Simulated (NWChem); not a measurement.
## Correlation energy of silylarsine (H5AsSi)

```
Si
H 1 1.4920
H 1 1.4921 2 109.00
H 1 1.4921 2 109.00 3 118.62
As 1 2.3948 2 113.53 3 -120.69
H 5 1.5310 1 92.43 2 46.17
H 5 1.5310 6 92.24 1 92.53
```
Charge 0, spin multiplicity 1.

The numbers come from NWChem runs, not from measurements. All single points use one geometry, from B3LYP/def2-SVP, a minimum by its harmonic frequencies.

Basis set: def2-SVP. Each correlation energy counts from its own Hartree-Fock reference.

| method | correlation energy (mHa) | difference from CCSD(T) |
|---|---|---|
| CR-CCSD(T) | -391.0 | +2.1 |
| CCSD+T(CCSD) | -393.7 | -0.6 |
| CR-CCSD[T] | -391.4 | +1.7 |
| CCSD | -383.1 | +10.0 |
| CCSD(T) | -393.1 | 0.0 |
| MP2 | -347.7 | +45.4 |
| SCS-MP2 | -344.9 | +48.2 |

The values span 48.8 mHa, from CCSD+T(CCSD) (lowest) to SCS-MP2 (highest). 

The Hamiltonian is non-relativistic. The correlated methods keep 14 core orbitals frozen. No row is a measurement; the coupled-cluster row has its own basis-set and correlation limits.
